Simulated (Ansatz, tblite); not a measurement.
Removing and adding an electron: (BeO)4 cube (Be4O4). Total charge 0; singlet. Geometry: B3LYP-D4/def2-SVP. Ansatz, gas phase; energy differences of separate SCF runs; the oxidised species was run as a doublet alone; the reduced species was run as a doublet alone.

```tsv
atom	x (Å)	y (Å)	z (Å)
Be1	-0.802	-0.800	0.577
O2	-0.737	-0.821	-1.046
Be3	0.839	-0.663	-0.686
O4	0.782	-0.929	0.915
Be5	0.616	0.686	0.874
O6	-1.004	0.793	0.821
Be7	-0.653	0.776	-0.765
O8	0.959	0.957	-0.690
```

The xTB rows come from tblite. HOMO above LUMO, or a gap near zero within one spin, warns that the state may not be the lowest or that an electron is smeared out.

Q: Estimate orbital energies and vertical ionisation energies and electron affinities at: GFN1-xTB; GFN2-xTB; PBE-D4/def2-TZVP; PBE-D4/def2-TZVPD; r2SCAN-D4/def2-TZVP; r2SCAN-D4/def2-TZVPD; PBE0-D4/def2-TZVP; PBE0-D4/def2-TZVPD.

A: 
```json
{"level": "GFN1-xTB", "−HOMO (eV)": "10.19", "vertical IE (eV)": "13.73", "−LUMO (eV)": "8.04", "vertical EA (eV)": "4.77", "HOMO–LUMO gap (eV)": "2.15", "IE − EA (eV)": "8.96", "remarks": "–"}
{"level": "GFN2-xTB", "−HOMO (eV)": "11.54", "vertical IE (eV)": "15.30", "−LUMO (eV)": "8.89", "vertical EA (eV)": "5.22", "HOMO–LUMO gap (eV)": "2.65", "IE − EA (eV)": "10.09", "remarks": "–"}
{"level": "PBE-D4/def2-TZVP", "−HOMO (eV)": "6.81", "vertical IE (eV)": "9.90", "−LUMO (eV)": "2.67", "vertical EA (eV)": "–", "HOMO–LUMO gap (eV)": "4.14", "IE − EA (eV)": "–", "remarks": "gap within one spin near zero (+1 doublet)"}
{"level": "PBE-D4/def2-TZVPD", "−HOMO (eV)": "6.85", "vertical IE (eV)": "–", "−LUMO (eV)": "2.69", "vertical EA (eV)": "0.87", "HOMO–LUMO gap (eV)": "4.17", "IE − EA (eV)": "–", "remarks": "HOMO above zero (-1 doublet)"}
{"level": "r2SCAN-D4/def2-TZVP", "−HOMO (eV)": "7.04", "vertical IE (eV)": "10.02", "−LUMO (eV)": "2.15", "vertical EA (eV)": "–", "HOMO–LUMO gap (eV)": "4.89", "IE − EA (eV)": "–", "remarks": "–"}
{"level": "r2SCAN-D4/def2-TZVPD", "−HOMO (eV)": "7.07", "vertical IE (eV)": "–", "−LUMO (eV)": "2.16", "vertical EA (eV)": "0.68", "HOMO–LUMO gap (eV)": "4.91", "IE − EA (eV)": "–", "remarks": "HOMO above zero (-1 doublet)"}
{"level": "PBE0-D4/def2-TZVP", "−HOMO (eV)": "8.32", "vertical IE (eV)": "10.39", "−LUMO (eV)": "1.84", "vertical EA (eV)": "–", "HOMO–LUMO gap (eV)": "6.48", "IE − EA (eV)": "–", "remarks": "–"}
{"level": "PBE0-D4/def2-TZVPD", "−HOMO (eV)": "8.35", "vertical IE (eV)": "–", "−LUMO (eV)": "1.86", "vertical EA (eV)": "0.63", "HOMO–LUMO gap (eV)": "6.49", "IE − EA (eV)": "–", "remarks": "HOMO above zero (-1 doublet)"}
```

   A HOMO above zero means that the electron is unbound at that level or that self-interaction error raises the level; the energy of removing that electron tells which. Raw xTB energy differences between charge states are shifted by several eV; the methods need an empirical correction for them.
